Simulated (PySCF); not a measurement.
Molfile (atoms numbered from 1):
```
C5H6F3PS
     RDKit          3D

 16 16  0  0  0  0  0  0  0  0999 V2000
   -2.5585   -0.4862    0.1233 C   0  0  0  0  0  0  0  0  0  0  0  0
   -1.1616   -0.7426    0.6652 C   0  0  0  0  0  0  0  0  0  0  0  0
   -0.1518    0.2223    0.1868 C   0  0  0  0  0  0  0  0  0  0  0  0
    0.0138    1.2903   -0.5999 C   0  0  0  0  0  0  0  0  0  0  0  0
    1.4772    0.9103    0.2985 P   0  0  1  0  0  5  0  0  0  0  0  0
    2.4113    1.8170    1.7165 S   0  0  0  0  0  0  0  0  0  0  0  0
    2.5957   -0.1140   -0.8262 C   0  0  0  0  0  0  0  0  0  0  0  0
    3.3929   -0.8956   -0.1092 F   0  0  0  0  0  0  0  0  0  0  0  0
    3.3505    0.6705   -1.5885 F   0  0  0  0  0  0  0  0  0  0  0  0
    1.8656   -0.8913   -1.6294 F   0  0  0  0  0  0  0  0  0  0  0  0
   -3.2673   -1.2368    0.5013 H   0  0  0  0  0  0  0  0  0  0  0  0
   -2.9236    0.5071    0.4247 H   0  0  0  0  0  0  0  0  0  0  0  0
   -2.5725   -0.5327   -0.9762 H   0  0  0  0  0  0  0  0  0  0  0  0
   -0.8057   -1.7528    0.3970 H   0  0  0  0  0  0  0  0  0  0  0  0
   -1.1454   -0.7173    1.7685 H   0  0  0  0  0  0  0  0  0  0  0  0
   -0.5409    1.9560   -1.2639 H   0  0  0  0  0  0  0  0  0  0  0  0
  1  2  1  0
  2  3  1  0
  3  4  2  0
  4  5  1  0
  5  6  2  0
  5  7  1  6
  7  8  1  0
  7  9  1  0
  7 10  1  0
  5  3  1  0
  1 11  1  0
  1 12  1  0
  1 13  1  0
  2 14  1  0
  2 15  1  0
  4 16  1  0
M  END
```

Geometry: PBE0-D3(BJ)/def2-SVP; GIAO absolute shieldings from PySCF, gas phase, non-relativistic, averaged over equivalent atoms.

At KT3/pcSseg-1 (214 basis functions, 45 s wall time on 1 thread of an Arm Neoverse V2, shared host):
```tsv
atoms	σ (ppm)
C3	23.5
C4	54.4
C7	56.9
C2	155.9
C1	170.0
P5	426.6
S6	784.7
F8/F9/F10	241.4
H16	23.49
H15	28.55
H14	28.72
H11/H12/H13	30.05
```

Question: Estimate the result of repeating the calculation with PBE0/pcSseg-1.

Answer: 
| atoms | σ at PBE0/pcSseg-1 | change |
| --- | --- | --- |
| C3 | 11.3 | -12.2 |
| C4 | 44.6 | -9.8 |
| C7 | 56.6 | -0.3 |
| C2 | 159.9 | +4.0 |
| C1 | 173.3 | +3.3 |
| P5 | 411.2 | -15.4 |
| S6 | 808.5 | +23.8 |
| F8/F9/F10 | 254.0 | +12.6 |
| H16 | 23.23 | -0.26 |
| H15 | 28.57 | +0.02 |
| H14 | 28.72 | +0.00 |
| H11/H12/H13 | 29.99 | -0.06 |

The largest change is at S6 (sulfur bonded to P). Cost: 214 basis functions, 49 s wall time on 1 thread of an Arm Neoverse V2, shared host. The order of the carbon signals is the same at both levels.
